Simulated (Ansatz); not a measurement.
Isolated molecules relaxed with PBE0-D4/def2-TZVP in Ansatz; ΔE leaves out vibrations. CBS: MP2 limit from def2 TZ/QZ plus the TZ coupled-cluster correction, frozen cores. This one scheme is used for every species. Functionals use def2-TZVPP. B3LYP here is the variant with VWN-RPA as its local correlation; programs differ in this. HSE06 is defined as in plane-wave codes. For Ga outer-core shells are correlated without core-valence functions, which leaves a few kJ/mol of doubt a bond. Scalar relativity is left out up to krypton. Each species was taken in one conformer, which may not be the lowest.

Consider the cleavage of the Si–B bond: `C[SiH2]BN` + `S[SiH2][GaH2]` → `C[SiH2]S[SiH2][GaH2]` + `BN`.

```
             level  ΔE (kJ/mol)  difference from CCSD(T)/CBS
       LDA (SPW92)        -88.1                          7.8
            PBE-D4        -85.6                         10.3
         revPBE-D4        -88.9                          7.0
           BLYP-D4        -89.5                          6.4
         r2SCAN-D4        -92.1                          3.8
            B97M-V        -87.5                          8.4
           PBE0-D4        -90.5                          5.4
          B3LYP-D4        -92.5                          3.4
        r2SCANh-D4        -93.4                          2.5
        r2SCAN0-D4        -95.0                          0.9
          HSE06-D4        -90.0                          5.9
          BHLYP-D4        -99.4                         -3.5
      CAM-B3LYP-D4        -90.3                          5.6
           ωB97X-V        -89.8                          6.1
           ωB97M-V        -95.3                          0.6
            B2PLYP        -86.3                          9.6
          PBE-QIDH        -94.1                          1.8
               PBE        -74.9                         21.0
              BLYP        -67.9                         28.0
            r2SCAN        -89.4                          6.5
              PBE0        -80.8                         15.1
             B3LYP        -74.9                         21.0
           r2SCANh        -90.3                          5.6
           r2SCAN0        -91.6                          4.3
             HSE06        -80.8                         15.1
             BHLYP        -82.6                         13.3
         CAM-B3LYP        -80.0                         15.9
           LC-ωPBE        -83.6                         12.3
       HF/def2-SVP        -74.0                         21.9
      MP2/def2-SVP        -87.4                          8.5
     CCSD/def2-SVP        -75.9                         20.0
     HF/def2-TZVPP        -81.3                         14.6
    MP2/def2-TZVPP       -103.8                         -7.9
   CCSD/def2-TZVPP        -88.5                          7.4
CCSD(T)/def2-TZVPP        -91.5                          4.4
     HF/def2-QZVPP        -81.5                         14.4
    MP2/def2-QZVPP       -106.4                        -10.5
SCS-MP2/def2-QZVPP        -98.9                         -3.0
     MP2/CBS(def2)       -108.3                        -12.4
    CCSD/CBS(def2)        -92.9                          3.0
       CCSD(T)/CBS        -95.9                            0
```

Problem. What do rigid-rotor, harmonic-oscillator terms from PBE0-D4/def2-TZVP frequencies (298.15 K, 1 bar) make of the CCSD(T)/CBS value? (Estimate.)

Solution. The calculation gave: ΔZPE = +3.7 kJ/mol, ΔH = -92.8 kJ/mol, ΔS = -36 J/(mol·K), ΔG = -82.0 kJ/mol. Modes under 50 cm⁻¹ make the entropy rough.

Largest T1 diagnostic among the species: 0.013.

From PBE to PBE0 (25 % exact exchange), in def2-TZVPP and without D4, ΔE moves by −6.0 kJ/mol. At CCSD(T), def2-SVP lies +18.6 kJ/mol from the extrapolated value and def2-TZVPP +4.4 kJ/mol. Leaving LDA and LC-ωPBE aside and taking each functional with its dispersion term where it has one, the values spread over 13.8 kJ/mol, from BHLYP-D4 to PBE-D4. LDA lies −13.3 kJ/mol from PBE without D4.
